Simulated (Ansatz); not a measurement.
Ansatz (a program for electronic structure) input (PBE/6-31G*):

Ansatz 0.2 input:
```yaml
crystal:
  periodic: [false, false, false]
  atoms:
    - {symbol: S, position_ang: [-0.99245769, 0.02474353, 0.46498964]}
    - {symbol: S, position_ang: [0.89364365, 0.03051785, -0.48028129]}
    - {symbol: H, position_ang: [1.58102472, -0.88418214, 0.24466650]}
basis:
  gaussian:
    orbitals: 6-31G*
hamiltonian:
  xc: {name: PBE}
total_charge: -1
relax: {f_tol: 0.003, max_steps: 120}
```

**Question.** Predict the final energy.

**Answer.** -796.63170 Eh.
